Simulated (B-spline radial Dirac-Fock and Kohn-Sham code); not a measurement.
## Radiative decay of the L3 hole in Kr⁵⁺

System: krypton as Kr⁵⁺, [Ar] 3d10 4s2 4p1.

These are calculated numbers from an atomic code on a B-spline grid; the model is a relativistic independent-particle model: LDA orbitals of the hole state, radiative multipoles to third order, Auger rates from the Coulomb interaction with a continuum orbital, Dirac-Fock energies.

| line | multipole | energy (eV) | width (meV) | share (%) |
| --- | --- | --- | --- | --- |
| Lℓ (L3-M1) | E1 | 1385.6 | 0.915 | 3.57 |
| Lα2 (L3-M4) | E1 | 1588.2 | 2.48 | 9.68 |
| Lα1 (L3-M5) | E1 | 1589.5 | 22.1 | 86.1 |
| Lβ6 (L3-N1) | E1 | 1666.7 | 0.164 | 0.640 |

The listed lines hold 100.0 % of the radiative rate. The radiative width is 0.0257 eV in the length form and 0.0263 eV in the velocity form; the two differ because the transition energies are not eigenvalue differences of the potential that gave the orbitals.
